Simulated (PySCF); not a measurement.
Br3In, SMILES [Br][In-]([Br])[Br], charge -1, multiplicity 2.

The structure is a stationary point at PBE0-D3(BJ)/def2-SVPD. The def2 effective core potentials stand for the cores of In; spin–orbit coupling is left out.

Two levels are set side by side: PBE/def2-SVPD (PySCF) and B3LYP/def2-SVPD (PySCF). Same geometry, gas phase. Differences are taken from unrounded values.

| quantity | PBE |
|---|---|
| α-spin orbital gap (eV) | 3.35 |
| β-spin orbital gap (eV) | 2.25 |
| mean polarisability (bohr³) | 147.0 |

### Question
These are the PBE values. What does B3LYP give? (An estimate is asked for; the answer gives what the named calculation found.)

### Answer

```tsv
quantity	B3LYP	PBE minus B3LYP
α-spin orbital gap (eV)	4.54	-1.19
β-spin orbital gap (eV)	3.63	-1.38
mean polarisability (bohr³)	141.3	5.8
```

Loosely held outer electrons make PBE densities more polarisable. Differences between two approximate levels are no errors against the true value.

Rough cost on one machine, each run with all the roots and properties that it gave: B3LYP against PBE within a factor of 2.
